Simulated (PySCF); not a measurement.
Numbering as in the mapped SMILES `[NH2:1][C:2](=[O:3])[SiH2:4][CH:5]=[O:6]`; H(Xn) means a hydrogen on atom n.

Geometry: PBE0-D3(BJ)/def2-SVP; GIAO absolute shieldings from PySCF, gas phase, non-relativistic, averaged over equivalent atoms.

At KT2/pcSseg-2 (293 basis functions, 49 s wall time on 1 thread of an Arm Neoverse V2, shared host):
```json
{"atoms": "N1", "σ (ppm)": "119.2"}
{"atoms": "C5", "σ (ppm)": "-59.1"}
{"atoms": "C2", "σ (ppm)": "14.9"}
{"atoms": "O6", "σ (ppm)": "-468.0"}
{"atoms": "O3", "σ (ppm)": "-128.2"}
{"atoms": "Si4", "σ (ppm)": "443.5"}
{"atoms": "H(C5)", "σ (ppm)": "19.03"}
{"atoms": "H(N1)", "σ (ppm)": "24.64"}
{"atoms": "H(Si4)", "σ (ppm)": "26.83"}
```

What do these become at LC-wPBE/pcSseg-2?

Answers


```json
{"atoms": "N1", "σ at LC-wPBE/pcSseg-2": "125.4", "change": "+6.2"}
{"atoms": "C5", "σ at LC-wPBE/pcSseg-2": "-81.9", "change": "-22.8"}
{"atoms": "C2", "σ at LC-wPBE/pcSseg-2": "-2.6", "change": "-17.5"}
{"atoms": "O6", "σ at LC-wPBE/pcSseg-2": "-558.9", "change": "-90.9"}
{"atoms": "O3", "σ at LC-wPBE/pcSseg-2": "-149.3", "change": "-21.1"}
{"atoms": "Si4", "σ at LC-wPBE/pcSseg-2": "429.3", "change": "-14.2"}
{"atoms": "H(C5)", "σ at LC-wPBE/pcSseg-2": "19.28", "change": "+0.25"}
{"atoms": "H(N1)", "σ at LC-wPBE/pcSseg-2": "24.60", "change": "-0.04"}
{"atoms": "H(Si4)", "σ at LC-wPBE/pcSseg-2": "27.09", "change": "+0.26"}
```

The largest change is at O6 (carbonyl oxygen). Cost: 293 basis functions, 62 s wall time on 1 thread of an Arm Neoverse V2, shared host.

Hydrogen bonding in solution deshields acid and N–H amide carbonyl carbons by as much as 10 ppm beyond these values.
